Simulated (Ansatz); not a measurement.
```xyz
7

O    -0.838   -1.107   -0.587
C     0.189   -0.107   -0.583
Zn    0.511    0.654    1.211
H    -1.680   -0.676   -0.428
H    -0.003    0.655   -1.350
H     1.098   -0.622   -0.905
H     0.724    1.202    2.642
```

The species carries charge 0 and has multiplicity 1.

(1) List the PBE/def2-TZVPP orbital energies in eV (Ansatz). (An estimate is asked.)

## Answers

(1) The calculation gave: Occupied: -9407.26, -1133.86, -999.64, -999.63, -999.58, -510.16, -269.73, -125.94, -83.34, -83.33, -83.17, -25.27, -16.31, -12.34, -11.82, -11.50, -11.47, -11.47, -11.27, -10.02, -9.24, -7.87, -7.31, -5.21. Lowest empty: -1.44, -1.13, -0.43, 1.07, 1.83, 2.13, 2.35, 3.04.
